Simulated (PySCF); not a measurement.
Computed isotropic EPR data: UKS B3LYP (pcH-1 on C Cl F H) in PySCF, non-relativistic with spin–orbit coupling as a perturbation, on GFN2-xTB geometries; isolated species, one conformer each; SCF stability not tested. Magnitudes for isotopes of over 50 % abundance, averaged over nuclei equivalent by connectivity (but not across a short bond from an atom whose three angles sum to over 350°); splittings under 0.05 mT are left out. A main spin site holds 60 % or more of the largest population. The geometries weren't refined by DFT: couplings that depend on bond lengths, twists or pyramidal angles can differ widely from those at the functional's own minimum.

**Question.** Match radicals and spectra.

1. `FC1=C(C)C=[C]C1` [radical]
2. `F[C@]12C=C[C]1CC2` [radical]
3. `CC1C=C[CH]C=1F` [radical]
4. `C=C1[C]=C(Cl)C(Cl)=C1` [radical]

A. g = 2.0021; 1 × (I = 1/2) 45 MHz, 1 × (I = 1/2) 18 MHz, 2 × (I = 1/2) 6 MHz, 3 × (I = 1/2) 5 MHz; width 3.2 mT
B. g = 2.0027; 1 × (I = 1/2) 64 MHz, 1 × (I = 1/2) 12 MHz, 1 × (I = 1/2) 11 MHz, 1 × (I = 1/2) 11 MHz, 1 × (I = 1/2) 5 MHz, 1 × (I = 1/2) 2 MHz; width 3.8 mT
C. g = 2.0030; 1 × (I = 1/2) 66 MHz, 1 × (I = 1/2) 38 MHz, 3 × (I = 1/2) 29 MHz, 1 × (I = 1/2) 6 MHz, 1 × (I = 1/2) 2 MHz; width 7.2 mT
D. g = 2.0024; 1 × (I = 1/2) 18 MHz, 1 × (I = 1/2) 4 MHz, 1 × (I = 3/2) 3 MHz, 1 × (I = 3/2) 2 MHz; width 1.3 mT

**Answer.** 1–A, 2–B, 3–C, 4–D.

1. The largest Mulliken spin population is on carbon bonded to 2 C (1.03). The largest splitting, a 1:1 doublet of 1.62 mT, comes from one 1H nucleus (2 bonds from the main spin site, on an atom of spin population -0.13); 48 first-order lines in all.
2. The largest Mulliken spin population is on carbon bonded to 3 C (0.81). The largest splitting, a 1:1 doublet of 2.28 mT, comes from one 1H nucleus (β, 2 bonds from the main spin site); 64 first-order lines in all.
3. The largest Mulliken spin population is on carbon bonded to 2 C and H (0.58). The largest splitting, a 1:1 doublet of 2.37 mT, comes from one 19F nucleus (1 bond from a main spin site); 64 first-order lines in all.
4. The largest Mulliken spin population is on carbon bonded to 2 C (1.06). The largest splitting, a 1:1 doublet of 0.64 mT, comes from one 1H nucleus (3 bonds from the main spin site); 64 first-order lines in all.

Means can hide wide spreads in the frozen geometry: CC1=C(F)[CH]C=C1, 3 × 1H from 0 to 50 MHz (mean 29). The drawing needn't show where the spin sits: the atom drawn as the radical centre holds a spin population of -0.16 in CC1=C(F)[CH]C=C1.
